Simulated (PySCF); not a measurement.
InHF2, SMILES [F][InH][F]. Atoms are numbered in the order given.

```xyz
4

In     0.0000     0.0000    -0.2850
H      0.0000     0.0000    -1.9784
F      0.0000    -1.5714     0.8858
F      0.0000     1.5714     0.8858
```
Charge 0, spin multiplicity 1.

Coordinates come from a PBE-D3(BJ)/def2-TZVP optimisation. The def2 effective core potentials stand for the cores of In; spin–orbit coupling is left out.

These are TDDFT-B3LYP/def2-SVPD in PySCF values and carry that method's errors.

Vertical excitations. The molecule is in vacuum. State labels are in the subgroup C2v.

Computed lowest excited states:
```
state  symmetry  energy (eV)  λ (nm)      f                            main pairs
-----  --------  -----------  ------  -----  ------------------------------------
S1           B2         6.39     194  0.018                      HOMO−1→LUMO 92 %
S2           A1         6.41     193  0.075      HOMO→LUMO 81 %, HOMO−5→LUMO 17 %
S3           A2         6.43     193  0.000                      HOMO−2→LUMO 99 %
S4           B1         6.51     191  0.015                      HOMO→LUMO+1 97 %
S5           A2         6.71     185  0.000                    HOMO−1→LUMO+1 99 %
S6           B1         6.81     182  0.037                      HOMO−3→LUMO 96 %
S7           B2         6.96     178  0.000  HOMO−2→LUMO+1 73 %, HOMO−4→LUMO 26 %
S8           A1         7.34     169  0.001  HOMO−3→LUMO+1 80 %, HOMO−5→LUMO 17 %
S9           A2         7.51     165  0.000                   HOMO−4→LUMO+1 100 %
S10          B1         7.63     163  0.026                    HOMO−5→LUMO+1 98 %
T1           A1         5.41     229      0                        HOMO→LUMO 92 %
T2           B2         5.94     209      0                      HOMO−1→LUMO 96 %
T3           A2         6.11     203      0                      HOMO−2→LUMO 96 %
T4           B1         6.21     200      0                      HOMO→LUMO+1 96 %
```
Triplets are in the Tamm–Dancoff approximation, which puts them higher than full response would, so one can lie above its singlet here.
